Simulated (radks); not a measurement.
Q: All-electron atom: Xe4+ in [Kr] 4d10 5s2 5p1.75 6p0.25 (fractional occupations, a model configuration). Method: Dirac Kohn-Sham, PBEsol, spin-unpolarised, spherical densities, finite nucleus; open shells are shared between the two j in proportion to 2j + 1; Fermi nuclear charge, rms radius 4.7859 fm; computed with a radial shooting solver on a logarithmic mesh with Libxc functionals.

Spin-orbit splittings of the eigenvalues, e(l+1/2) - e(l-1/2), with zeta = 2 splitting/(2l+1) and mean radii in bohr:

shell  occ.  splitting (eV)  zeta (eV)  <r> j=l-1/2  <r> j=l+1/2
2p        6           324.4      216.3      0.09622       0.1020
3p        6           61.62      41.08       0.2963       0.3079
3d       10           13.03      5.212       0.2788       0.2824
4p        6           12.37      8.247       0.7446       0.7723
4d       10               ?          ?       0.8636       0.8739
5p     1.75           1.927      1.285        1.883        1.944
6p     0.25          0.5374     0.3582        3.900        3.993

Estimate the 4d splitting.

A: 2.016 eV (zeta = 0.8063 eV).
